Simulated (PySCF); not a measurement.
MH₅ across the fifth-period p block

Level: PBE0, basis family def2-TZVP, scalar-relativistic core potentials from Rb on and no relativity for lighter atoms.

Each entry is the lowest minimum that a search over a few typed start shapes (and spin states, where more than one is plausible) found, or that minimum re-optimised at the stated level; isomers with ligand–ligand bonds, or fragments after loss of a ligand pair, can lie lower. Open shells are unrestricted; no spin–orbit coupling; PySCF with density fitting.

```tsv
molecule	2S+1	point group	mean bond to the central atom (Å)	atomisation (kJ/mol)	polar-tensor charge of the central atom	gap (eV)	highest ω (cm⁻¹)
SbH₅	1	D3h	1.734	1026	1.55	5.68	1954
TeH₅	2	C4v	1.769	838	1.46	–	2072
IH₅	1	C4v	1.780	546	1.70	4.54	2022
```

Left out of the table are members whose search was unfinished or whose lowest solution was spin-contaminated, unstable, very soft or bonded differently.
